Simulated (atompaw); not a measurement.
## H: PAW (atompaw) pseudisation with LDA (PW92), non-relativistic reference atom.

| Property | Result |
| --- | --- |
| Element | hydrogen (H) |
| Generator | atompaw 4.2.0.5 |
| Type | PAW |
| Functional | LDA (PW92) |
| Relativity | non-relativistic |
| Frozen core | none |
| Valence charge | 1 |
| Reference configuration | 1s1 |
| Partial waves | 1s (bound): rc 1.05 bohr; 1s channel at 0.05 Ry: rc 1.05 bohr; 2p channel at 0.2 Ry: rc 1.05 bohr |
| Local potential | troulliermartins scheme with l = 2 at -0.5 Ry, radius 0.85 bohr |
| Core correction | none |
| Augmentation charge | sinc compensation charge, radius 0.85 bohr; PAW radius 1.05 bohr; waves and projectors: custom rrkj gramschmidtortho |

All-electron outer shells of the reference configuration (LDA (PW92), non-relativistic, ld1.x):

```csv
shell,level (eV),outermost node (bohr),outermost maximum (bohr)
1s,-6.35,–,1.05
```

Does the generator finish with these settings?

Yes, a potential is produced.

Estimate the cutoffs (Ry, on a coarse ladder) from which the occupation-weighted sum of valence levels, in a spherical-Bessel basis at the reference potential, stays within 10 and 1 mRy of its value at 400 Ry.

18 Ry and 35 Ry.

What does a ghost test show?

No extra level below or beside the all-electron valence levels (s, p, d, f tested).

Is the overlap operator S = 1 + Σ q|β⟩⟨β| positive definite (Bessel basis up to 400 Ry)?

Yes: its lowest eigenvalue is 0.24 (p channel).
